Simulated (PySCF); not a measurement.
## Energy of Sn⁻ (tin, charge -1) between two integer charges

The 5p alpha orbital of [Kr] 4d10 5s2 5p3 is emptied in steps (occupation f), with all orbitals relaxed, ending at [Kr] 4d10 5s2 5p2. Calculation: PySCF 2.14, in def2-TZVPPD with the def2 core potential (28 electrons); a scalar-relativistic core potential. The exact energy is a straight line in f; departures are measured from the line between the end points of the same method.

Among UHF, LDA, PBE, PBE0, r2SCAN, LC-wPBE, BHandHLYP, wB97X, TPSS, M06-2X, which shows the largest delocalisation error (convex curve), and which is closest to linear?

Most convex: LDA (-0.667 eV at f = 0.4); closest to linear: wB97X (0.009 eV).

| f | UHF (eV) | LDA (eV) | PBE (eV) | PBE0 (eV) | r2SCAN (eV) | LC-wPBE (eV) | BHandHLYP (eV) | wB97X (eV) | TPSS (eV) | M06-2X (eV) |
| --- | --- | --- | --- | --- | --- | --- | --- | --- | --- | --- |
| 1 | 0.000 | 0.000 | 0.000 | 0.000 | 0.000 | 0.000 | 0.000 | 0.000 | 0.000 | 0.000 |
| 0.8 | 0.086 | -0.435 | -0.423 | -0.297 | -0.397 | 0.046 | -0.182 | 0.011 | -0.411 | -0.150 |
| 0.6 | 0.125 | -0.660 | -0.639 | -0.448 | -0.594 | 0.069 | -0.274 | 0.012 | -0.621 | -0.211 |
| 0.4 | 0.120 | -0.667 | -0.644 | -0.449 | -0.592 | 0.070 | -0.276 | 0.009 | -0.624 | -0.204 |
| 0.2 | 0.078 | -0.449 | -0.432 | -0.299 | -0.394 | 0.048 | -0.185 | 0.003 | -0.417 | -0.140 |
| 0 | 0.000 | 0.000 | 0.000 | 0.000 | 0.000 | 0.000 | 0.000 | 0.000 | 0.000 | 0.000 |

```csv
method,E(f=0) − E(f=1) (eV),−ε at f=1 (eV),−ε at f=0.4 (eV)
UHF,0.904,1.459,0.784
LDA,1.450,-1.242,1.974
PBE,1.302,-1.315,1.818
PBE0,1.330,-0.521,1.701
r2SCAN,1.446,-1.040,1.948
LC-wPBE,1.347,1.635,1.296
BHandHLYP,1.112,-0.018,1.334
wB97X,1.028,1.106,1.000
TPSS,1.287,-1.261,1.795
M06-2X,1.216,0.235,1.379
```

At f = 1 the orbital energy is positive for LDA, PBE, PBE0, r2SCAN, BHandHLYP, TPSS: only the finite basis holds the electron.

Reference removal energy between the ground levels: 1.112 eV (measured; photodetachment measurements, as compiled on the Wikipedia data page of electron affinities). The calculation has no spin-orbit coupling. UHF lacks correlation.
